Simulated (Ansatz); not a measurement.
Molecule: bromo(trimethoxy)silane, C3H9BrO3Si, net charge 0, singlet state. 
Geometry from a B3LYP-D3(BJ)/def2-TZVP (Ansatz, a program for electronic structure) optimisation:
```xyz
17

C     -2.1679    -1.3610     1.2017
O     -0.8456    -0.8968     1.4500
Si    -0.0363     0.1966     0.5773
Br     0.0975    -0.5276    -1.5491
O     -0.8162     1.6120     0.5973
C     -0.4385     2.7916    -0.1038
O      1.4598     0.3775     1.1610
C      2.4589    -0.6326     1.2449
H     -2.2372    -1.8209     0.2134
H     -2.8842    -0.5397     1.2680
H     -2.4040    -2.1053     1.9604
H     -0.4085     2.6088    -1.1803
H      0.5403     3.1421     0.2295
H     -1.1849     3.5551     0.1092
H      3.3537    -0.1774     1.6662
H      2.1305    -1.4476     1.8928
H      2.6906    -1.0306     0.2544
```
Charge 0, spin multiplicity 1.

Total electronic energies in hartree. Cores are frozen in the correlated levels unless marked. No spin-orbit coupling. Frozen are the shells of the preceding noble gas and the d and f shells that filled before the atom's block. Non-relativistic. CBS marks a two-point X^-3 extrapolation of the correlation energy; Hartree-Fock from the larger set. [CCSD(T)-MP2]/basis is that difference in the basis named.

| level | program | energy (Eh) |
|---|---|---|
| PBE-D3(BJ)/def2-TZVPD | Ansatz + dftd3 | -3208.45385 |
| BLYP/def2-TZVPD | Ansatz | -3209.29930 |
| revPBE-D3(BJ)/def2-TZVPD | Ansatz + dftd3 | ? |
| r2SCAN/def2-TZVPD | Ansatz | -3209.16429 |
| PBE0-D3(BJ)/def2-TZVPD | Ansatz + dftd3 | -3208.59199 |
| BHLYP-D3(BJ)/def2-TZVPD | Ansatz + dftd3 | ? |
| r2SCANh-D4/def2-TZVPD | Ansatz + dftd4 | -3209.14918 |
| B2PLYP-D3(BJ)/def2-TZVPD | Ansatz + dftd3 | -3208.60471 |
| MP2/STO-3G | Ansatz | -3169.67765 |
| CCSD/6-31G | Ansatz | -3205.09602 |
| CCSD/def2-SVP | Ansatz | -3205.53114 |
| CCSD/def2-TZVPP | Ansatz | -3206.68613 |
| CCSD(T)/def2-SVP | Ansatz | -3205.56263 |
| CCSD(T)/def2-SVPD | Ansatz | -3205.66278 |
| RI-MP2/CBS(def2-TZVPPD,def2-QZVPPD)+[CCSD(T)-MP2]/def2-TZVPPD | Ansatz | -3207.0238 |

Task: Fill in the missing entries.

Result: 
- revPBE-D3(BJ)/def2-TZVPD, energy (Eh): -3209.01387
- BHLYP-D3(BJ)/def2-TZVPD, energy (Eh): -3209.22034
